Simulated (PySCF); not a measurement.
## Caesium: highly charged ions in a basis for the neutral atom

Cs¹⁴⁺ [Kr] 4d5, Cs¹⁵⁺ [Kr] 4d4. Calculation: PySCF 2.14, in Sapporo-DKH3-DZP-2012 (8s6p3d, 41 functions); scalar relativity by spin-free X2C-1e. No spin-orbit coupling, so a gap to NIST mixes the basis error with missing relativistic terms.

Changed run: basis of the neutral atom used for a highly charged ion. This setting is unsound on purpose.

| species | method | sound run (hartree) | changed run (hartree) | converged |
| --- | --- | --- | --- | --- |
| Cs¹⁴⁺ | UHF | not run | -7713.85519 | yes |
| Cs¹⁴⁺ | r2SCAN | not run | -7716.23097 | yes |
| Cs¹⁴⁺ | M06-L | not run | -7716.14432 | yes |
| Cs¹⁵⁺ | UHF | not run | -7700.66251 | yes |
| Cs¹⁵⁺ | r2SCAN | not run | -7703.00041 | yes |
| Cs¹⁵⁺ | M06-L | not run | -7702.90390 | yes |

Ionisation energy of Cs¹⁴⁺:

| method | changed run (eV) | NIST (eV) |
| --- | --- | --- |
| UHF | 358.99 | 352 ± 3 |
| r2SCAN | 360.02 | 352 ± 3 |
| M06-L | 360.29 | 352 ± 3 |

The contracted functions were made for the neutral atom and can be too rigid for a highly charged ion.
